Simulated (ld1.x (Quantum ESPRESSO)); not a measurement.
**Before and after: TM potential for Bi**

ld1.x (Quantum ESPRESSO) 7.5 input, shortened:

```
&input
   title='Bi', zed=83., rel=1, dft='PZ', iswitch=3,
   config='[Xe] 4f14 5d10 6s2 6p2.5'
 /
 &inputp
   pseudotype=2, tm=.true., lloc=0,
   nlcc=.true., rcore=1.00
 /
2
6P  2  1   2.50   0.00  2.25  2.25  0.0
6S  1  0   2.00   0.00  2.05  2.05  0.0
 &test
   configts(1)='6s2 6p2.5'
 /
```

All-electron outer shells of the reference configuration (LDA (PZ), scalar-relativistic, ld1.x):

```tsv
shell	level (eV)	outermost node (bohr)	outermost maximum (bohr)
5d	-31.08	0.51	1.03
6s	-18.46	0.98	1.86
6p	-8.11	1.14	2.41
```

Change: core [Kr] 4d10 4f14 5s2, valence charge 21; reference 5p6 5d10 6s1.5 6p3.5; waves now 6s (bound): rc 1.85 bohr; 5p (bound): rc 0.90 bohr; 5d (bound): rc 1.60 bohr; local potential the d channel; core correction none.

Cutoffs: the cutoffs (Ry, on a coarse ladder) from which the occupation-weighted sum of valence levels, in a spherical-Bessel basis at the reference potential, stays within 10 and 1 mRy of its value at 400 Ry; they do not see the model core or the augmentation charge, which bear on the density cutoff. Errors are all-electron minus pseudo energies relative to the spin-unpolarised reference configuration.

Problem. What does the change do?

Solution. The potential gets harder (25 Ry and 45 Ry → 180 Ry and 300 Ry); the bound ghosts move from d to p, s; the miss of the reference levels goes from 0.00 to 0.19 eV. The added semicore shells are compact, so their waves need more plane waves. Several settings change at once here, so the effects cannot be laid on one of them.

```csv
quantity,base,changed
"cutoff, loose",25 Ry,180 Ry
"cutoff, tight",45 Ry,300 Ry
bound ghosts,d,"p, s"
"largest miss of a reference level, eV",0.00,0.19
"largest error over its own tests, meV",-99,+737
```

Changed file: The 6p level has no wave, so the channel is fitted at the deeper level alone: the likely source of the large errors. A true bound ghost makes a file unfit for plane-wave use even where its test errors are small: the radial tests pick states by their node count and pass the ghost by.
